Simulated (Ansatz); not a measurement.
Ansatz (a quantum-chemistry and plane-wave program) input for B(Cl)(OMe)(SeH) (CH4BClOSe), SMILES COB(Cl)[SeH], PBE0/def2-SVPD. Geometry: B3LYP-D3(BJ)/def2-SVP. The structure was generated by enumeration, and PubChem lists no compound with its InChIKey, so it may never have been made. The values are those of a single conformer.

Ansatz 0.2 input:
```yaml
crystal:
  periodic: [false, false, false]
  atoms:
    - {symbol: B, position_ang: [-0.21995902, 0.60779499, 0.00000000]}
    - {symbol: Cl, position_ang: [0.73971367, 2.09778886, -0.00000000]}
    - {symbol: O, position_ang: [-1.55507710, 0.72622232, 0.00000000]}
    - {symbol: C, position_ang: [-2.45060841, -0.37136128, -0.00000000]}
    - {symbol: H, position_ang: [-2.30868595, -0.99719475, 0.89717513]}
    - {symbol: H, position_ang: [-3.47464638, 0.02576575, -0.00000000]}
    - {symbol: H, position_ang: [-2.30868595, -0.99719476, -0.89717513]}
    - {symbol: Se, position_ang: [0.63976378, -1.16723370, 0.00000000]}
    - {symbol: H, position_ang: [2.00897964, -0.62842695, 0.00000000]}
basis:
  gaussian:
    orbitals: def2-SVPD
hamiltonian:
  xc: {name: PBE0}
```

It prints:

```
WARN ansatz: RAYON_NUM_THREADS=1 ignored (pool sized by the plan → 1); use --threads N
Functional definition: PBE0
integrals: 0.12 GiB planned
1529 factors; their error is unknown
mean field: 0.98 GiB planned
mean field evaluation 1: about -81666.3757 eV, gradient 4.3e1 eV
mean field evaluation 2: about -81660.3928 eV, gradient 7.0e1 eV
mean field evaluation 4: about -81670.0437 eV, gradient 2.5e0 eV
mean field evaluation 8: about -81670.0592 eV, gradient 4.0e-2 eV
mean field evaluation 16: about -81670.3114 eV, gradient 3.8e-5 eV
mean field -81670.31142005 eV, -3001.3285865614 hartree, gradient 3.8e-5 eV, S^2 0.000000; 0 other end points of the search recorded, 0 dependent functions left out
reference -81670.31146483 eV, -3001.3285882071 hartree; 37, 37 occupied and 126, 126 virtual orbitals, 1529 factors
Total energy: -81670.31146483 eV, -3001.3285882071 hartree
```

The run converged.

Cost: roughly 4 core-seconds.
